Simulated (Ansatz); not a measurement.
Cartesian coordinates in Å:
```
C 0.877 -0.383 2.087
O 0.717 -0.496 0.687
Ge -0.884 -0.594 -0.023
F -1.789 0.712 0.681
O -0.715 -0.325 -1.736
C 0.014 0.791 -2.219
H 0.507 -1.272 2.613
H 1.945 -0.289 2.290
H 0.366 0.498 2.486
H -1.648 -1.889 0.226
H -0.487 1.732 -1.970
H 1.031 0.814 -1.817
H 0.067 0.700 -3.305
```

The species carries charge 0 and has multiplicity 1.

Question: List the ωB97M-V/def2-TZVPP orbital energies in eV (Ansatz 0.2.0). (Estimate.)

Answer: Ansatz gave: Occupied: -10867.73, -1363.42, -1211.16, -1211.14, -1211.13, -676.83, -526.32, -526.31, -282.84, -282.69, -175.41, -124.70, -124.65, -124.61, -37.91, -37.66, -37.50, -37.41, -37.40, -34.66, -31.17, -30.68, -22.17, -21.71, -18.45, -16.08, -15.89, -15.71, -15.17, -15.01, -14.74, -14.27, -13.96, -13.19, -11.65, -11.33, -10.98, -10.75. Lowest empty: 2.43, 2.63, 2.95, 3.39, 3.70, 4.45, 4.68, 4.96.
